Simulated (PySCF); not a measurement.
Isomers of C3H7FOSi, mass 106.025 u with the commonest isotopes. Method: wB97X-D/def2-SVPD in PySCF (dipole) on a GFN2-xTB geometry, gas phase. One conformer each, none proved a minimum here; rigid rotors.

Question: Order these by rotational constant B, largest first.
A. `C[Si@@H]1OC[C@H]1F`
B. `[F:1][CH2:2][C@H:3]1[CH2:4][SiH2:5][O:6]1` with F1–C2–C3–C4 71°
C. `[CH2:1]=[CH:2][CH2:3][O:4][SiH2:5][F:6]` with C1–C2–C3–O4 1°, C2–C3–O4–Si5 -148°, C3–O4–Si5–F6 54°
D. `[F:1]/[CH:2]=[CH:3]\[CH2:4][O:5][SiH3:6]` with C2–C3–C4–O5 -146°, C3–C4–O5–Si6 174°
E. `[F:1]/[CH:2]=[CH:3]/[CH2:4][O:5][SiH3:6]` with C2–C3–C4–O5 0°, C3–C4–O5–Si6 180°
F. `[O:1]=[CH:2][C@H:3]([SiH3:4])[CH2:5][F:6]` with O1–C2–C3–Si4 100°, C2–C3–C5–F6 159°

Answer: F (2346 MHz), A (2201 MHz), B (1702 MHz), C (1376 MHz), E (1067 MHz), D (1022 MHz).

Question: Order these by radius of gyration √(Σ m r²/M), largest first.
A. `[F:1][CH2:2][C@H:3]1[CH2:4][SiH2:5][O:6]1` with F1–C2–C3–C4 71°
B. `[F:1]/[CH:2]=[CH:3]/[CH2:4][O:5][SiH3:6]` with C2–C3–C4–O5 0°, C3–C4–O5–Si6 180°
C. `[F:1]/[CH:2]=[CH:3]\[CH2:4][O:5][SiH3:6]` with C2–C3–C4–O5 -146°, C3–C4–O5–Si6 174°
D. `[CH2:1]=[CH:2][CH2:3][O:4][SiH2:5][F:6]` with C1–C2–C3–O4 1°, C2–C3–O4–Si5 -148°, C3–O4–Si5–F6 54°
E. `C[Si@@H]1OC[C@H]1F`

Answer: C (2.242 Å), B (2.217 Å), D (1.957 Å), A (1.806 Å), E (1.719 Å).

Question: Order these by rotational constant A, largest first.
A. `[F:1]/[CH:2]=[CH:3]\[CH2:4][O:5][SiH3:6]` with C2–C3–C4–O5 -146°, C3–C4–O5–Si6 174°
B. `[F:1][CH2:2][C@H:3]1[CH2:4][SiH2:5][O:6]1` with F1–C2–C3–C4 71°
C. `[F:1]/[CH:2]=[CH:3]/[CH2:4][O:5][SiH3:6]` with C2–C3–C4–O5 0°, C3–C4–O5–Si6 180°
D. `C[Si@@H]1OC[C@H]1F`
E. `[CH2:1]=[CH:2][CH2:3][O:4][SiH2:5][F:6]` with C1–C2–C3–O4 1°, C2–C3–O4–Si5 -148°, C3–O4–Si5–F6 54°
F. `[O:1]=[CH:2][C@H:3]([SiH3:4])[CH2:5][F:6]` with O1–C2–C3–Si4 100°, C2–C3–C5–F6 159°

Answer: A (10752 MHz), C (9776 MHz), B (7603 MHz), E (6653 MHz), D (4720 MHz), F (3305 MHz).

| SMILES | point group | Ia (u·Å²) | Ib (u·Å²) | Ic (u·Å²) | κ | μa (D) | μb (D) | μc (D) |
| --- | --- | --- | --- | --- | --- | --- | --- | --- |
| C=CCO[SiH2]F | C1 | 75.96 | 367.21 | 369.20 | -1.00 | 0.71 | 1.37 | 0.42 |
| C[Si@@H]1OC[C@H]1F | C1 | 107.07 | 229.57 | 290.17 | -0.69 | 1.58 | 0.61 | 1.19 |
| F/C=C/CO[SiH3] | Cs | 51.70 | 473.62 | 516.50 | -0.98 | 1.86 | 1.26 | 0.00 |
| F/C=C\CO[SiH3] | C1 | 47.00 | 494.44 | 524.02 | -0.99 | 0.10 | 0.54 | 0.45 |
| FC[C@H]1C[SiH2]O1 | C1 | 66.47 | 296.89 | 328.43 | -0.95 | 1.56 | 0.75 | 0.40 |
| O=C[C@H]([SiH3])CF | C1 | 152.92 | 215.40 | 328.86 | -0.08 | 0.54 | 1.15 | 1.95 |
